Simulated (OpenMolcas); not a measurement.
An atom or ion with 20 electrons was computed by SS-CASPT2, IPEA 0.25 Eh, imaginary shift 0.1 Eh with spin-orbit coupling (OpenMolcas, ANO-RCC-VQZP, DKH2). The lowest levels that the run gave, each within 12 % of the measured value where one is at hand:

```csv
J,Parity,E (cm-1),g
2,even,0.0,0.666
3,even,323,1.084
4,even,738,1.251
2,even,10500,1.003
0,even,13680,
1,even,13790,1.501
2,even,14030,1.498
4,even,18620,1.000
0,even,42390,
```

Question: Which ion is it, and what are the configurations and terms?

Answer: V³⁺ (Z = 23, charge +3; active space 2 electrons in 5 orbitals (3d)). J, parity and g give the terms where levels are pure, and mixed ones are named by the computed weights; the size of the splittings, set against known spectra of the 20-electron sequence, gives the charge. In order, with the measured energies in cm-1 (Sugar and Corliss, J. Phys. Chem. Ref. Data 7, 1191 (1978)): 3d2 3F2, 3d2 3F3 (325), 3d2 3F4 (735), 3d2 1D2 (10959), 3d2 3P0, 3d2 3P1 (13239), 3d2 3P2 (13458), 3d2 1G4 (18391), 3d2 1S0 (42462).

CASPT2 does not keep the components of a term degenerate, so their means are used; among the terms shown or strongly mixed into the levels shown the widest spread is 910 cm-1 (3d2 1G). Computed and measured levels are paired by configuration, term and J; levels that our copy of the source lacks, or whose pairing is in doubt (as where it misses far off the trend of its configuration), stay unpaired and out of the deviations. Only configurations of the active space appear.
